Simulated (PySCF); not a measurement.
BClBr₂, SMILES ClB(Br)Br. Coordinates come from a PBE0-D3(BJ)/def2-SVP optimisation.

Computed equilibrium geometry at PBE0-D3(BJ)/def2-SVP (PySCF confirms it by a frequency run) as Cartesian coordinates in Å, and its point group:
point group C2v.
```xyz
4

B      0.0000     0.0000    -0.4014
Cl     0.0000     0.0000    -2.1413
Br     0.0000     1.6453     0.5487
Br     0.0000    -1.6453     0.5487
```
Charge 0, spin multiplicity 1.
